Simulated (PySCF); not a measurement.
Zn¹²⁺: ionisation energy

Zn¹²⁺ [Ar] (1S) → Zn¹³⁺ [Ne] 3s2 3p5 (2P), as a difference of total energies. Computed with PySCF 2.14 in an even-tempered Gaussian basis (17 s from 0.81 bohr⁻², ratio 2.5; 11 p from 1.1 bohr⁻², ratio 2.5; 5 d from 7 bohr⁻², ratio 2.7; 4 f from 11 bohr⁻², ratio 2.7), with no relativity, point nucleus. Correlated levels: outer shells: 1s2 frozen; virtual orbitals above 40 to 60 times the deepest correlated orbital energy dropped. The calculations carry no spin-orbit coupling.

```json
{"method": "UHF", "ionisation energy (eV)": "416.39"}
{"method": "MP2 (outer shells)", "ionisation energy (eV)": "417.28"}
{"method": "SCS-MP2 (outer shells)", "ionisation energy (eV)": "417.15"}
{"method": "CCSD (outer shells)", "ionisation energy (eV)": "417.14"}
{"method": "CCSD(T) (outer shells)", "ionisation energy (eV)": "417.14"}
```

How much does correlation contribute at CCSD(T) (outer shells)?

417.14 − (416.39) = 0.75 eV, measured against UHF.

A first-order spin-orbit estimate (lowest level to lowest level, LS coupling) adds -1.284 eV.

These non-relativistic numbers lack the scalar-relativistic shift.

For comparison: 417.6 ± 1.2 eV (semi-empirical (NIST evaluation); NIST Atomic Spectra Database, ionization energies).
